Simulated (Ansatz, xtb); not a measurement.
## CH7BrSi2: which of two isomers lies lower

Structure a: `[SiH3]C[SiH2]Br`, a singlet. Structure b: `C[Si@H]([SiH3])Br`, a singlet. Both are isolated molecules in the gas phase, relaxed with PBE0-D3(BJ)/pcseg-1; the shapes shown needn't be the lowest conformers.

a (Å):

```xyz
11

C     0.2538    0.9436    0.5501
Br    3.4857    0.0162    0.2874
Si   -1.3675    1.1342    1.4946
Si    1.6307    0.1733    1.5419
H    -1.1623    2.0002    2.6929
H    -2.4053    1.7545    0.6211
H    -1.8537   -0.2014    1.9506
H     0.5810    1.9329    0.1996
H     0.0758    0.3294   -0.3442
H     1.9714    1.0080    2.7255
H     1.2750   -1.2056    1.9730
```

b (Å):

```xyz
11

C     0.9669    0.4227   -1.5105
Br    2.4056    2.0056    1.0792
Si    1.3412    0.1720    0.3045
Si   -0.5789   -0.0918    1.6146
H     1.8913    0.5946   -2.0746
H     0.4728   -0.4690   -1.9186
H     0.3062    1.2844   -1.6588
H     2.2856   -0.9682    0.4878
H    -1.3337   -1.3075    1.1789
H    -1.4580    1.1033    1.4483
H    -0.2073   -0.2393    3.0516
```

Problem. Estimate E(b) − E(a) at the level CCSD(T)/def2-SVP + ΔMP2/def2-TZVPP.

Solution. Too close to call at this level: CCSD(T)/def2-SVP + ΔMP2/def2-TZVPP gives E(b) − E(a) = +0.77 kcal/mol.

Level by level:

```tsv
level	geometry	E(b) − E(a) (kcal/mol)	departure from the last row (kcal/mol)	job, with rough time for the two
GFN2-xTB	GFN2-xTB	+7.17	+6.41	optimisation, 0.17 s
HF/STO-3G	GFN2-xTB	−4.00	−4.77	single point, 0.52 s
r2SCAN-D4/def2-SVP	GFN2-xTB	−0.55	−1.32	single point, 5.4 s
PBE0-D3(BJ)/pcseg-1	PBE0-D3(BJ)/pcseg-1	−3.63	−4.40	optimisation, 39 s
HF/def2-SVP	PBE0-D3(BJ)/pcseg-1	+1.68	+0.91	part of the CCSD(T) run
MP2/def2-SVP	PBE0-D3(BJ)/pcseg-1	+1.42	+0.65	part of the CCSD(T) run
CCSD(T)/def2-SVP	PBE0-D3(BJ)/pcseg-1	+0.34	−0.43	single point
CCSD(T)/def2-SVP + ΔMP2/def2-TZVPP	PBE0-D3(BJ)/pcseg-1	+0.77		single point, 53 s
```

As drawn, b has 1 Si–Si, 1 C–H in place of 1 C–Si, 1 Si–H.

The largest departure from CCSD(T)/def2-SVP + ΔMP2/def2-TZVPP is that of GFN2-xTB, 6.41 kcal/mol. The last row adds to CCSD(T) the change of the MP2 difference between the two basis sets, here +0.43 kcal/mol.

With harmonic frequencies from PBE0-D3(BJ)/pcseg-1 (ideal gas, rigid rotor, one conformer each, 298.15 K, 1 atm): on the last row, ΔE + ΔZPE = +1.72 kcal/mol. A mode under 50 cm⁻¹ makes harmonic enthalpies and free energies unreliable, so none is given.

The correlated steps freeze 20 core orbitals; the filled d shell of Br is correlated, in a basis made for valence electrons. Codes used: Ansatz 0.2.0, xtb 6.7.1; the last row on 2 threads of Arm Neoverse V1 on a shared host.
